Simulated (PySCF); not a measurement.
Telling isomers of C₆H₁₃BO₂ apart by NMR

[PySCF 2.14.0 with density-fitted response routines: PBE0-D3(BJ)/def2-SVP geometry; shielding tensors at PBE0/pcSseg-1 (GIAO); rapidly exchanging positions averaged; no solvent; single conformer; relativity neglected]

References, each an isolated molecule treated in the same way: $^{1}$H (31.27 ppm), $^{13}$C (184.41 ppm) vs TMS. Where no couplings were computed, multiplicities follow the n + 1 count of equivalent neighbours, and m marks all less simple cases (inequivalent or close neighbours, rings, F or P nearby). Couplings to H on boron are left out. Carbons bonded to boron are broad in practice. Shifts are as computed. Against solution values, carbons near 30 ppm lie about +2 ppm off and those near 130 ppm about +5 ppm. Of 1211 compounds with measured shifts, 218 miss one by over three times the rms of a fit or turn the order of signals round; such compounds aren't used in these exercises.

(1) Tabulate the signals of `CC1(C)OBOC1(C)C`, `C/C=C\CB(OC)OC` and their relative energies.

(2) What is the quickest way to tell CC1(C)OBOC1(C)C from C/C=C\CB(OC)OC?

## Answers

(1) 
| SMILES | carbon types | δC | δH | E rel. (kcal/mol) |
| --- | --- | --- | --- | --- |
| CC1(C)OBOC1(C)C | 2×C 4×CH3 | 82.4, 26.2 | 4.08 (br, 1H), 1.17 (s, 12H) | 0.0 |
| C/C=C\CB(OC)OC | 2×CH 1×CH2 3×CH3 | 138.8, 127.4, 51.5, 16.2, 13.1 | 5.76 (m, 1H), 5.52 (m, 1H), 3.60 (s, 6H), 1.55 (d, 3H), 1.49 (d, 2H) | 25.8 |

Energies are electronic energies at PBE0/pcSseg-1 on these geometries, without zero-point or thermal terms, each for the one conformer computed, which needn't be the lowest.

(2) Count the carbon signals: 2 against 5. The first has a fully substituted sp3 carbon bonded to O (C) at 82.4 ppm, the second an alkene CH at 138.8 ppm. In the proton spectra the most deshielded non-exchanging signals are 4.08 (br, 1H) and 5.76 (m, 1H).
